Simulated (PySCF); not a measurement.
Cost of excited-state runs on `C#C[Si@@H](P)O[SiH3]`, C2H7OPSi2

Molfile (atoms numbered from 1):
```
C2H7OPSi2
     RDKit          3D

 13 12  0  0  0  0  0  0  0  0999 V2000
   -2.8055   -1.1247   -0.5270 C   0  0  0  0  0  0  0  0  0  0  0  0
   -1.8045   -0.4782   -0.6868 C   0  0  0  0  0  0  0  0  0  0  0  0
   -0.2695    0.5452   -0.8831 Si  0  0  1  0  0  4  0  0  0  0  0  0
   -0.3946    2.2095    0.6211 P   0  0  0  0  0  0  0  0  0  0  0  0
    1.0455   -0.3410   -0.5502 O   0  0  0  0  0  0  0  0  0  0  0  0
    2.0127   -1.2940    0.3387 Si  0  0  0  0  0  4  0  0  0  0  0  0
   -3.6803   -1.6953   -0.3948 H   0  0  0  0  0  0  0  0  0  0  0  0
   -0.0798    0.9162   -2.2872 H   0  0  0  0  0  0  0  0  0  0  0  0
    0.5864    2.9845    0.0222 H   0  0  0  0  0  0  0  0  0  0  0  0
   -1.4118    2.8754   -0.0417 H   0  0  0  0  0  0  0  0  0  0  0  0
    3.3557   -0.9248   -0.1005 H   0  0  0  0  0  0  0  0  0  0  0  0
    1.7895   -1.0053    1.7537 H   0  0  0  0  0  0  0  0  0  0  0  0
    1.6520   -2.6670   -0.0046 H   0  0  0  0  0  0  0  0  0  0  0  0
  1  2  3  0
  2  3  1  0
  3  4  1  0
  3  5  1  0
  5  6  1  0
  1  7  1  0
  3  8  1  6
  4  9  1  0
  4 10  1  0
  6 11  1  0
  6 12  1  0
  6 13  1  0
M  END
```

PySCF with density fitting, on 1 thread of an Arm Neoverse V1, shared host. Command: `OMP_NUM_THREADS=1 python excited_run.py task.json out`

Question: How long does this run take, and how much memory?
- magnetisability and related constants, B3LYP/pcSseg-1; isotopologues

Answer: 
| run | level | basis functions | wall time | peak memory (GiB) |
| --- | --- | --- | --- | --- |
| magnetisability and related constants | B3LYP/pcSseg-1 | 158 | 20 s | 0.79 |

Times from a shared host are rough.
